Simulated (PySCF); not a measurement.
Molecule: `C#C[C@H]1CC[SiH2]1`, C5H8Si.

Geometry:
```tsv
atom	x (Å)	y (Å)	z (Å)
C1	2.978	-0.410	0.594
C2	1.890	-0.098	0.156
C3	0.589	0.269	-0.342
C4	-0.451	-0.859	-0.628
C5	-1.777	-0.101	-0.367
Si6	-0.776	1.064	0.742
H7	3.941	-0.687	0.979
H8	0.690	0.903	-1.242
H9	-0.352	-1.319	-1.625
H10	-0.318	-1.662	0.115
H11	-2.604	-0.700	0.037
H12	-2.130	0.418	-1.272
H13	-0.982	2.543	0.677
H14	-0.706	0.624	2.166
```

Geometry PBE0-D3(BJ)/def2-SVP throughout; GIAO in PySCF 2.14, gas phase, one conformer, non-relativistic; equivalent atoms averaged; functional PBE0.

(1) How do the shifts δ (against TMS at the same level) depend on the basis set? (a selection of nuclei; ppm; last column core-seconds on 1 thread of an Arm Neoverse V2, shared host)

(2) Which nucleus among those listed moves most, in ppm?

(3) Taking the largest basis, IGLO-III (299 functions), as the yardstick, rank the others by their worst heavy-atom deviation.

Results:

(1) 
```tsv
basis set	functions	C2	C4	C3	Si6	H13	H9	H10	H8	H7	core-s
pcSseg-0	74	90.5	31.9	13.1	-42.6	5.13	2.60	2.28	2.22	2.11	5.7
6-31G*	104	75.7	30.8	15.0	4.6	5.14	2.61	2.39	2.27	1.65	9
cc-pVDZ	128	80.8	32.5	17.9	-17.7	5.00	2.54	2.24	2.28	1.68	13
def2-SVP	128	80.6	29.4	13.6	-25.6	4.98	2.38	1.96	2.07	1.60	11
aug-cc-pVDZ	214	81.3	32.3	17.7	-16.4	5.24	2.75	2.29	2.51	1.84	28
6-311+G(2d,p)	218	87.5	32.0	17.3	-19.5	5.30	2.66	2.29	2.46	1.79	27
def2-TZVP	240	87.5	32.4	18.0	-20.7	5.33	2.66	2.30	2.42	1.78	32
cc-pVTZ	296	86.8	32.3	17.4	-17.2	5.14	2.66	2.32	2.45	1.71	45
IGLO-III	299	89.4	32.9	18.3	-20.5	5.22	2.66	2.33	2.48	1.81	43
```

(2) Si6 (silicon bonded to 2 C, 2 H, in a 4-membered ring): from -42.6 ppm with pcSseg-0 to 4.6 ppm with 6-31G*. The smallest spread is 0.35 ppm, at H13. Proton shifts span only some 12 ppm, so a few tenths of a ppm matter as much there as several ppm in carbon.

(3) def2-TZVP 1.9 ppm (240 functions), 6-311+G(2d,p) 1.9 ppm (218 functions), cc-pVTZ 3.3 ppm (296 functions), aug-cc-pVDZ 8.1 ppm (214 functions), cc-pVDZ 8.6 ppm (128 functions), def2-SVP 8.8 ppm (128 functions), pcSseg-0 22.1 ppm (74 functions), 6-31G* 25.1 ppm (104 functions).

A small basis that lands close on one nucleus may do so by chance; judge by the trend and by all nuclei.
